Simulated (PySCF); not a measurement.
Ge(Cl)(Me) (CH₃ClGe), SMILES [Cl][Ge][CH3] (connectivity only; charge and spin as stated), neutral, multiplicity 1. Coordinates come from a PBE-D3(BJ)/def2-TZVP optimisation.

TDA-M06-2X/def2-SVPD (PySCF) puts the lowest singlet excitations at 2.97, 5.37, 5.58, 5.91, 6.09, 6.64 eV.

What are the lowest excitation roots from ADC(2)/aug-cc-pVDZ run with PySCF 2.14.0? (The exact figures need the calculation; the answer reports its results.)

2.96, 5.24, 5.48, 5.69, 5.94, 6.18 eV. S1 differs by -0.01 eV (second minus first; roots are paired by order, and the bases may differ).
